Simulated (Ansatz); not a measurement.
Ag₃. The state is a doublet with charge 0. Geometry PBE-D4/def2-TZVPD, that of the charge -1 singlet.

```xyz
3

Ag    2.115    1.124    1.145
Ag   -2.113   -1.121   -1.152
Ag   -0.002   -0.003    0.007
```

In the def2 sets Ag takes a core potential; there is no spin–orbit coupling. The structure comes from a short search, and lower isomers may exist.

(1) Estimate the α-spin orbital energies around the gap (eV) in Ansatz with PBE-D4/def2-TZVPD, r2SCAN-D4/def2-TZVPD, PBE0-D4/def2-TZVPD.

## Answers

(1) 
```csv
orbital,PBE-D4/def2-TZVPD,r2SCAN-D4/def2-TZVPD,PBE0-D4/def2-TZVPD
HOMO−5,-6.98,-7.18,-8.69
HOMO−4,-6.75,-6.94,-8.42
HOMO−3,-6.75,-6.94,-8.42
HOMO−2,-6.64,-6.83,-8.24
HOMO−1,-5.63,-5.68,-6.26
HOMO,-4.87,-4.93,-5.31
LUMO,-2.74,-2.56,-2.00
LUMO+1,-1.41,-1.18,-0.80
LUMO+2,-1.41,-1.18,-0.80
LUMO+3,-0.86,-0.54,-0.20
LUMO+4,-0.51,-0.21,0.08
LUMO+5,-0.51,-0.21,0.08
β HOMO,-5.42,-5.34,-5.75
β LUMO,-4.48,-4.20,-3.60
```
